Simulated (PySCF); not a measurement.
# Correlation energy of Nb(2+) (niobium, charge +2)

[Kr] 4d2 5s1, 5s spin antiparallel (an excited configuration). Computed with PySCF 2.14 in x2c-TZVPPall (8s6p6d2f1g, 79 functions), with the spin-free X2C one-electron Hamiltonian (Gaussian nucleus). Frozen: [Ar] 3d10; 11 electrons correlated.

MP2 pair energies summed by pair of shells (mhartree):

```json
{"pair": "4p-4p", "energy": "-105.10", "share (%)": "42.2"}
{"pair": "4p-4d", "energy": "-63.54", "share (%)": "25.5"}
{"pair": "4s-4p", "energy": "-30.02", "share (%)": "12.0"}
{"pair": "4p-5s", "energy": "-18.24", "share (%)": "7.3"}
{"pair": "4d-5s", "energy": "-14.56", "share (%)": "5.8"}
{"pair": "4s-4d", "energy": "-7.26", "share (%)": "2.9"}
{"pair": "4s-4s", "energy": "-5.82", "share (%)": "2.3"}
{"pair": "4d-4d", "energy": "-3.61", "share (%)": "1.4"}
{"pair": "4s-5s", "energy": "-1.12", "share (%)": "0.4"}
```

Total MP2 correlation energy: -249.26 mhartree.

Same-spin part -68.98 and opposite-spin part -180.28 mhartree; SCS-MP2 scales them by 1/3 and 6/5 to -239.33 mhartree.

This basis was not built for core-valence correlation, so the inner-shell part is incomplete.
